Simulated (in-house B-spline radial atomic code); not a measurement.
## LC-wPBE excitations of V⁵⁺

Method: LC-wPBE. Computed with an all-electron radial atomic-structure program (B-spline basis): linear response of the closed shell [Ne] 3s2 3p6 with the functional's adiabatic kernel; non-relativistic, point nucleus, no spin-orbit coupling, no double excitations, S, P, D and F terms only. Only terms of natural parity with L up to 3 were computed.

Command:
```bash
python run_td.py task.json out
```
Settings (radii: box in bohr, nucleus in fm):
```
Z                        23
electrons                18
configuration            [Ne] 3s2 3p6
hamiltonian              nr
method                   lc_wpbe
box_radius               16.35
intervals                52
```

Time taken, with all properties: 1 s on 1 thread of Arm Neoverse N1, with other jobs on the host.

The lowest states, in the order of their Tamm-Dancoff energies; the method's threshold (minus the highest occupied level) is 122.96 eV. Labels give the largest channel, * marks a mixed state, and oscillator strengths are full-response dipole values. Semilocal kernels can invert the small singlet-triplet splittings of Rydberg terms. Energies in eV:

```
      state  full response  Tamm-Dancoff  oscillator strength
 3p → 3d 3P          38.24         38.38                    -
 3p → 3d 3F          38.68         38.85                    -
 3p → 3d 1F              ?             ?                    -
 3p → 3d 1P          54.72         57.19                 3.82
 3p → 4s 3P          65.86         65.87                    -
 3s → 3d 3D          66.34         66.40                    -
 3p → 4s 1P          66.66         66.73                 0.22
 3s → 3d 1D          70.70         70.81                    -
 3p → 4p 3S          72.73         72.75                    -
 3p → 4p 3D          73.35         73.36                    -
 3p → 4p 1D          73.94         73.95                    -
 3p → 4p 1S          77.02         77.26                    -
 3p → 4d 3P          84.40         84.41                    -
 3p → 4d 3F          84.54         84.55                    -
 3p → 4d 1F          84.86         84.86                    -
 3p → 4d 1P          85.72         85.88               0.0577
 3p → 5s 3P          91.33         91.33                    -
 3p → 5s 1P          91.58         91.59                0.068
 3p → 4f 3D              ?             ?                    -
 3s → 4s 3S          92.76         92.77                    -
 3p → 4f 1D          93.06         93.07                    -
3s → 4s 1S*          93.69         93.71                    -
```

Task: Where does 3p → 3d 1F lie?

Result: At 42.43 eV in full response, 42.45 eV in Tamm-Dancoff.

Task: Where does 3p → 4f 3D lie?

Result: At 92.51 eV in full response, 92.52 eV in Tamm-Dancoff.

Task: How large is the singlet-triplet splitting of 3p → 3d (F terms) in Tamm-Dancoff?

Result: 3.6 eV, from the unrounded values.

Task: What polarisabilities and dispersion coefficient does the method give?

Result: Dipole 1.086 bohr³, quadrupole 1.167 bohr⁵, C6 1.976 hartree·bohr⁶ for two such species.
